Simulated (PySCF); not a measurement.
CH₁₁ClSi₄, SMILES C([SiH]([SiH3])[SiH3])[SiH2]Cl.

Geometry: PBE0-D3(BJ)/def2-SVP. This is a generated structure with no PubChem entry under its InChIKey; it may be hypothetical. One conformer was computed; it need not be the lowest.

Two levels are set side by side: TDA-PBE/def2-SVPD (PySCF) and TDA-ωB97X/def2-SVPD (PySCF). Vertical, same geometry. The lowest singlet is HOMO→LUMO 69 %, HOMO→LUMO+1 23 % with PBE and HOMO→LUMO 71 %, HOMO→LUMO+4 12 % with the other functional; states are paired by order. Differences are taken from unrounded values.

```csv
quantity,TDA-PBE
lowest singlet excitation (eV),5.77
lowest triplet excitation (TDA) (eV),5.22
first bright state (f over 0.05) (eV),6.14
its oscillator strength,0.09
```

Question: These are the TDA-PBE values. What does TDA-ωB97X give? (An estimate is asked for; the answer gives what the named calculation found.)

Answer: 
```
quantity                               TDA-ωB97X  TDA-PBE minus TDA-ωB97X
-------------------------------------  ---------  -----------------------
lowest singlet excitation (eV)              6.71                    -0.94
lowest triplet excitation (TDA) (eV)        5.89                    -0.67
first bright state (f over 0.05) (eV)       6.90                    -0.75
its oscillator strength                     0.11                    -0.02
```

A lower first singlet is the usual sign of a functional without exact exchange. Differences between two approximate levels are no errors against the true value.

Rough cost on one machine, each run with all the roots and properties that it gave: TDA-ωB97X against TDA-PBE about 6 times.
